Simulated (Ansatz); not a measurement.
One change: `CC[O][GeH3]` becomes `CC[O][SbH][SiH3]`.

Ansatz, PBE0-D4/def2-TZVP geometries, multiplicity 1. Each molecule was computed in one conformer, which needn't be the lowest.

Elements past krypton have def2 core potentials. Scalar relativity is left out up to krypton.

```csv
property,`CC[O][GeH3]`
HOMO–LUMO gap (PBE/def2-TZVPP) / eV,5.65
size of the dipole moment (ωB97M-V/def2-TZVPP) / D,1.05
HOMO energy (PBE0/def2-TZVPP) / eV,-7.69
LUMO energy (ωB97M-V/def2-TZVPP) / eV,2.10
size of the dipole moment (PBE/def2-TZVPP) / D,0.91
HOMO energy (ωB97M-V/def2-TZVPP) / eV,-10.08
```

(1) Give the same properties after the change, and the shifts. (An estimate is asked.)

Results:

(1) The calculation gave: 
```csv
property,`CC[O][SbH][SiH3]`,shift
HOMO–LUMO gap (PBE/def2-TZVPP) / eV,3.63,-2.02
size of the dipole moment (ωB97M-V/def2-TZVPP) / D,1.03,-0.02
HOMO energy (PBE0/def2-TZVPP) / eV,-6.82,0.87
LUMO energy (ωB97M-V/def2-TZVPP) / eV,0.51,-1.59
size of the dipole moment (PBE/def2-TZVPP) / D,0.95,0.04
HOMO energy (ωB97M-V/def2-TZVPP) / eV,-8.88,1.20
```

With PBE0 the HOMO rises by 0.87 eV and the LUMO falls by 1.60 eV, so the gap narrows by about 2.47 eV. PBE moves the HOMO by 0.50 eV and ωB97M-V by 1.20 eV. Dipoles are sizes alone; their direction can turn.

Spin–orbit coupling is left out; it splits and shifts lone-pair levels of the heavy atoms by tenths of an eV.
